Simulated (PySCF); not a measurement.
Start geometry of `C=CB([SiH3])Br` from a GFN2-xTB structure with every atom displaced at random (by about 0.01 Å) (Å):
```
atom  x, y, z in Å
C1    -1.798   -0.541    0.226
C2    -1.257    0.622   -0.178
B3     0.255    0.853   -0.288
Si4    1.722   -0.478    0.074
Br5    0.812    2.594   -0.785
H6    -1.229   -1.368    0.495
H7    -2.878   -0.641    0.291
H8    -1.908    1.447   -0.436
H9     1.227   -1.864    0.225
H10    2.702   -0.486   -0.974
H11    2.389   -0.164    1.335
```

What comes out of this run: PBE0-D3(BJ)/def2-SVP geometry optimisation, gas phase in PySCF 2.14.0?

```
atom  x, y, z in Å
C1    -1.681   -0.154    0.152
C2    -1.132    1.021   -0.207
B3     0.393    1.224   -0.280
Si4    1.830   -0.145    0.128
Br5    1.043    2.964   -0.775
H6    -1.060   -1.023    0.397
H7    -2.765   -0.299    0.216
H8    -1.803    1.856   -0.444
H9     1.311   -1.538    0.311
H10    2.843   -0.168   -0.972
H11    2.532    0.246    1.393
```

The energy falls by 0.144 eV over 6 energy and gradient evaluations, the largest force component goes from 0.0368 to 9.4e-05 Eh/bohr, and the atoms move by 0.058 Å rms after alignment. The bond that changes most is Si4–H10 (SiH3 silicon to Si–H hydrogen), which lengthens by 0.061 Å. Bonds longer at the end by more than 0.005 Å: 9 of 10; shorter: 0. Among the angles that change most is C2–C1–H7, from 119.8° to 122.3°. Rotational constants go from 2955, 1508, 1010 to 2956, 1474, 994.9 MHz. The orientation of the end geometry is arbitrary; only internal coordinates are fixed.

The run used 122 basis functions and 38 SCF cycles in all.

PBE0-D3(BJ)/def2-SVP frequencies: not computed here. One conformer, not necessarily the lowest.
